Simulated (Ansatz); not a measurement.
C2H5AlFN (`N/C=[CH]/[AlH][F]`), relaxed with RKS PBE0-D4/def2-TZVP in the Gaussian-basis code of Ansatz from a PBE-D4/def2-SVP geometry. The force threshold is 0.005 eV/Å; the program also tests the step.

The species carries charge 0 and has multiplicity 1.

Start:

```xyz
10

N     0.125   -0.509   -1.973
C     0.200   -0.406   -0.615
C    -0.369    0.559    0.180
Al   -0.140    0.505    2.071
F     0.762   -0.792    2.675
H    -0.357    0.203   -2.521
H     0.636   -1.229   -2.478
H     0.790   -1.221   -0.157
H    -0.948    1.352   -0.333
H    -0.698    1.538    3.152
```

```tsv
step	energy (eV)	largest force (eV/Å)	largest move (Å)
1	-12953.8448	0.699	0.000
2	-12953.8891	0.432	0.032
3	-12953.8947	0.096	0.025
4	-12953.8954	0.045	0.028
5	-12953.8957	0.019	0.009
6	-12953.8958	0.018	0.002
7	-12953.8959	0.015	0.009
8	-12953.8963	0.014	0.032
9	-12953.8964	0.008	0.005
10	-12953.8964	0.015	0.004
11	-12953.8964	0.003	0.001
```

End:

```xyz
10

N     0.079   -0.531   -1.954
C     0.184   -0.414   -0.607
C    -0.363    0.547    0.173
Al   -0.132    0.496    2.051
F     0.766   -0.765    2.653
H    -0.330    0.216   -2.488
H     0.658   -1.181   -2.451
H     0.760   -1.220   -0.156
H    -0.930    1.329   -0.333
H    -0.693    1.522    3.113
```

Run time 30 s (4 threads of an Arm Neoverse V2 on a shared host); peak host memory 0.44 GiB.
